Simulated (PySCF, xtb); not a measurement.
Co(NH3)6 (CoH₁₈N₆), SMILES [NH3]->[Co+3](<-[NH3])(<-[NH3])(<-[NH3])(<-[NH3])<-[NH3], charge +3, multiplicity 1.

GFN2-xTB (xtb) at its own geometry gives an orbital gap of 2.18 eV.

Geometry optimised at PBE0-D3(BJ)/def2-SVP. The spin state was assumed, not searched. The isomer is the one that the SMILES or the coordinates give; other isomers of the formula were not compared.

### Question
What does PBE/def2-SVP (PySCF) give? (The exact figures need the calculation; the answer reports its results.)

### Answer
gap 2.69 eV (levels -18.92 and -16.23 eV).
